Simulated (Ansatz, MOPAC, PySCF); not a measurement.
Complex: HF (SMILES F) (first 2 atoms) with AsH3 (SMILES [AsH3]); geometry from B3LYP-D3(BJ)/def2-TZVP, rigid monomers moved along the line of their centres of mass till H2···As3 is 3.35 Å.
(charge 0, multiplicity 1):
```xyz
6

F      0.83298    -0.55985    -0.25489
H      0.55078    -0.32186     0.60610
As    -0.45341     0.52668     3.69075
H      0.33714     0.15046     4.93057
H     -1.78249     0.07117     4.26499
H     -0.64044     1.97231     4.11366
```

Interaction energies are E(AB) − E(A) − E(B) at the monomers' geometry in the complex; basis-set methods are counterpoise corrected. Rows marked so take none.

Rows in 3-21G, 6-31G* carry no dispersion term and start afresh at each structure (6-31G* with six Cartesian d functions); the Pople sets are all-electron and without relativity. The state reached by PM7 isn't checked; PM7 holds dispersion and hydrogen-bond terms.

Run with Ansatz (Gaussian orbitals); MOPAC for PM7 (differences of heats of formation); PySCF for 3-21G rows, 6-31G* rows, the dispersion terms. 

Problem. One of these levels gives -10.1 kJ/mol for the interaction energy. Which one is it?
A) B3LYP/3-21G (no counterpoise)
B) PM7
C) PBE-D4/def2-TZVPPD
D) HF/6-31G*

Solution. C, PBE-D4/def2-TZVPPD. The others give -5.0 (PM7), -8.6 (HF/6-31G*), -11.9 (B3LYP/3-21G (no counterpoise))

Ansatz is a program for electronic structure.
